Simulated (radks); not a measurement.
Q: Species: W54+. Configuration: [Ar] 3d2. Method: Dirac Kohn-Sham, relativistic LDA (MacDonald-Vosko exchange, VWN5 correlation), spin-unpolarised, spherical densities, finite nucleus; open shells fill j = l - 1/2 first; Fermi nuclear charge, rms radius 5.3658 fm; computed with a radial shooting solver on a logarithmic mesh with Libxc functionals.

Spin-orbit splittings of the eigenvalues, e(l+1/2) - e(l-1/2), with zeta = 2 splitting/(2l+1) and mean radii in bohr:

| shell | occ. | splitting (eV) | zeta (eV) | <r> j=l-1/2 | <r> j=l+1/2 |
|---|---|---|---|---|---|
| 2p | 6 | ? | ? | 0.06342 | 0.07114 |
| 3p | 6 | 340.4 | 226.9 | 0.1785 | 0.1906 |
| 3d | 2 | 79.05 | 31.62 | 0.1639 | 0.1676 |

Estimate the 2p splitting.

A: 1353 eV (zeta = 902.0 eV).
